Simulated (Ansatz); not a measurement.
```yaml
crystal:
  periodic: [false, false, false]
  atoms:
    - {symbol: F, position_ang: [-1.970971, 0.648688, 0.169164]}
    - {symbol: Si, position_ang: [-0.574615, 0.900848, -0.476486]}
    - {symbol: Si, position_ang: [0.447759, -0.561619, 1.106934]}
    - {symbol: S, position_ang: [-0.080540, 0.369767, -2.384885]}
    - {symbol: H, position_ang: [-0.072737, 2.233778, -0.194197]}
    - {symbol: H, position_ang: [2.105056, -0.096146, 1.037420]}
    - {symbol: H, position_ang: [-0.010016, -0.590541, 2.323506]}
    - {symbol: H, position_ang: [0.250582, -1.993953, 0.648405]}
    - {symbol: H, position_ang: [-0.009184, -0.660332, -2.570982]}
basis:
  gaussian: {orbitals: "6-31++G**", final_grid: {core_spheres: 5, valence_spheres: 4, degree: 11}, nuclear_model: gaussian}
hamiltonian: {xc: {name: HF}}
correlation: {method: mp2, frozen_orbitals: {F: 0}}
scf: {lower_state_search: full}
output: {forces: true}
```

```sh
$ ansatz run in.yaml --threads 2 --pin off --events-out ev --progress --plain --max-ram 4352MiB
```

Output, abridged:

```
Functional definition: HF
Error: "frozen_orbitals" has no count for Si
```

In this input frozen orbitals are typed for one element alone, and the program wants a count for each. The program refused the input.
